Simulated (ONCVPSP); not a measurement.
**Transferability test, ONCV potential for C (Z = 6)**

carbon, optimised norm-conserving Vanderbilt (ONCV), made with ONCVPSP 4.0.1 (PW91, scalar-relativistic). Core [He], reference 2s2 2p2. Waves: 2s: rc 0.85 bohr, ncon 4, nbas 7, qcut 9.4 1/bohr, 2 projectors, debl 0.8 Ha; 2p: rc 1.60 bohr, ncon 5, nbas 9, qcut 6.1 1/bohr, 2 projectors, debl 2.5 Ha; d scattering state at 0.38 Ha: rc 1.75 bohr, ncon 4, nbas 8, qcut 6.3 1/bohr, 2 projectors, debl 0.9 Ha. Local part: polynomial inside 0.70 bohr (lpopt 5, dvloc0 6 Ha). Core correction: none.

Energies are relative to the spin-unpolarised reference configuration 2s2 2p2; without spin polarisation the order of configurations can differ from experiment.

```tsv
valence configuration	charge	ΔE all-electron (eV)	error AE − PS (meV)
2s1 2p0	+3	83.417	+400
2s1 2p3	0	8.466	+6.6
```

(1) What are ΔE and the potential's error for 2s2 2p0?

(2) What are ΔE and the potential's error for 2s2 2p1?

Note: ghosts flagged at negative energy: s at -211.6 eV; no localised positive-energy state flagged. A true bound ghost makes a file unfit for plane-wave use.

Answers

(1) ΔE = 35.160 eV all-electron; the error (AE − PS) is +168 meV.

(2) ΔE = 10.928 eV all-electron; the error (AE − PS) is +16 meV.
